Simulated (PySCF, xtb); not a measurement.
Mg(I)(SMe) (CH₃IMgS), SMILES [S]([Mg][I])C. The values are those of a single conformer.

Harmonic wavenumbers (cm⁻¹) from GFN2-xTB (xtb) at its own minimum, in rising order: 44, 54, 123, 162, 258, 407, 711, 936, 946, 1320, 1439, 1456, 2946, 2950, 3031.

**Question.** What does PBE-D3(BJ)/def2-SVP run with PySCF give at its own minimum? (An estimate is asked for; the answer gives what the named calculation found.)

**Answer.** 60, 67, 108, 153, 216, 500, 683, 918, 931, 1284, 1404, 1408, 2979, 3083, 3085. Paired by order, the mean absolute difference is 39 cm⁻¹ and the zero-point energies are 24.0 and 24.1 kcal/mol.
